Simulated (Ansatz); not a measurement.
CH5N2S, SMILES NC([NH3+])=S, charge +1.

Coordinates come from a B3LYP-D3(BJ)/def2-SVP optimisation. The isomer is the one that the SMILES or the coordinates give; other isomers of the formula were not compared. The values are those of a single conformer.

Two levels are set side by side: PBE/def2-SVPD (Ansatz, an electronic-structure program) and PBE0/def2-SVPD (Ansatz). Energy differences of separate SCF runs at the same geometry; the states with an electron removed or added have multiplicity 2 and 2. Differences are taken from unrounded values.

| quantity | PBE |
|---|---|
| vertical ionisation energy (eV) | 14.29 |
| vertical electron affinity (eV) | 4.46 |
| vertical singlet–triplet gap (eV) | 3.29 |

These are the PBE values. What does PBE0 give? (An estimate is asked for; the answer gives what the named calculation found.)


```
quantity                            PBE0  PBE minus PBE0
---------------------------------  -----  --------------
vertical ionisation energy (eV)    14.28            0.01
vertical electron affinity (eV)     4.54           -0.08
vertical singlet–triplet gap (eV)   3.12            0.17
```
